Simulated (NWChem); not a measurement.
System: C₂H₇Al; SMILES [CH3][AlH][CH3]

Here is an NWChem input.

```
start job
memory heap 200 mb stack 900 mb global 1100 mb
geometry units angstroms
  Al    -0.000001    -0.000058     0.479338
  C     -1.734207     0.115515    -0.448640
  H     -2.388555    -0.719592    -0.160943
  H     -1.651802     0.109646    -1.541530
  H     -2.271551     1.030498    -0.161549
  C      1.734206    -0.115501    -0.448653
  H      2.388392     0.719796    -0.161133
  H      1.651779    -0.109850    -1.541542
  H      2.271740    -1.030318    -0.161392
  H     -0.000001    -0.000140     2.079207
end
basis spherical
  Al library 3-21g
  C library 3-21g
  H library 3-21g
end
dft
  xc b3lyp
  iterations 150
end
driver
  maxiter 120
end
task dft optimize
task dft freq
```

B3LYP is NWChem's, with the RPA form of VWN correlation.

The level has its own optimisation; frequencies are unscaled.

Give the results of this calculation. (B3LYP/3-21G.) Quantities: r Al–C (Å); r Al–H (Å); highest harmonic frequency (cm⁻¹); lowest (cm⁻¹); zero-point energy (kcal/mol); dipole (D).


| Quantity | Result |
|---|---|
| r Al–C (Å) | 1.988 |
| r Al–H (Å) | 1.616 |
| highest harmonic frequency (cm⁻¹) | 3113 |
| lowest (cm⁻¹) | 8 |
| zero-point energy (kcal/mol) | 49.4 |
| dipole (D) | 0.70 |
